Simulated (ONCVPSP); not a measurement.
Plane-wave convergence, ONCV potential for Ir

Ir (Z = 77), optimised norm-conserving Vanderbilt (ONCV), made with ONCVPSP 4.0.1 (PBE, scalar-relativistic). Core [Kr] 4d10 4f14, reference 5s2 5p6 5d8 6s1. Waves: 5s+6s: rc 1.40 bohr, ncon 4, nbas 9, qcut 8.4 1/bohr, 2 projectors; 5p: rc 1.50 bohr, ncon 3, nbas 8, qcut 11.4 1/bohr, 2 projectors, debl 3.7 Ha; 5d: rc 2.10 bohr, ncon 4, nbas 9, qcut 6.3 1/bohr, 2 projectors, debl 3.3 Ha. Local part: polynomial inside 0.90 bohr (lpopt 5, dvloc0 -1 Ha). Core correction: polynomial model core, fcfact 0.5.

**Question.** For each optimised wave give the share of its norm inside rc, the residual kinetic energy above qcut (Ha) and the cutoffs (Ha) for errors of 10, 1, 0.1 and 0.01 mHa per electron.

**Answer.**

| wave | norm inside rc | residual KE | 10 mHa | 1 mHa | 0.1 mHa | 0.01 mHa |
| --- | --- | --- | --- | --- | --- | --- |
| 5s | 0.899 | 1.9e-05 | 22.7 | 28.1 | 32.3 | 49.0 |
| 6s | 0.042 | 8.2e-06 | 18.3 | 25.5 | 30.5 | 35.2 |
| 5p | 0.836 | 1.4e-08 | 29.7 | 38.8 | 46.1 | 52.0 |
| p projector 2 | 0.062 | 6.2e-09 | 24.8 | 35.9 | 44.1 | 50.7 |
| 5d | 0.724 | 1.6e-05 | 12.3 | 15.4 | 17.9 | 22.8 |
| d projector 2 | 0.233 | 2.6e-04 | 14.9 | 18.3 | 23.2 | 59.5 |

The occupied waves need 39 Ha and 46 Ha for 1 and 0.1 mHa. Note: ghosts flagged at negative energy: s at -95.0 eV, d at -802.3 eV; GHOST(+) flagged for p at 284.3 eV. A true bound ghost makes a file unfit for plane-wave use. 4 of 4 tests not solved or not reliable.
